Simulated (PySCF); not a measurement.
C₃H₁₀OSi, SMILES CCCO[SiH3] (GFN2-xTB optimised geometry):

```
15

C      2.655    -1.276     0.008
C      1.134    -1.221    -0.001
C      0.621     0.215     0.000
O     -0.776     0.215     0.000
Si    -1.812     1.457     0.000
H      2.996    -2.308     0.004
H      3.061    -0.776    -0.869
H      3.051    -0.786     0.895
H      0.744    -1.727    -0.886
H      0.734    -1.731     0.877
H      0.991     0.746     0.887
H      0.991     0.747    -0.886
H     -1.628     2.308     1.181
H     -1.634     2.303    -1.185
H     -3.061     0.715     0.005
```

Computed with B3LYP/def2-TZVP (PySCF).

What are the frontier orbital energies and the dipole moment?

HOMO-2 -9.29 eV, HOMO-1 -8.29 eV, HOMO -7.82 eV, LUMO 0.09 eV, LUMO+1 0.93 eV; dipole moment 1.02 D.

Meta-Löwdin charges at B3LYP/def2-TZVP: C1 -0.33, C2 -0.18, C3 0.03, O4 -0.63, Si5 0.79, H6 0.11, H7 0.11, H8 0.11, H9 0.11, H10 0.11, H11 0.09, H12 0.09, H13 -0.14, H14 -0.14, H15 -0.11.
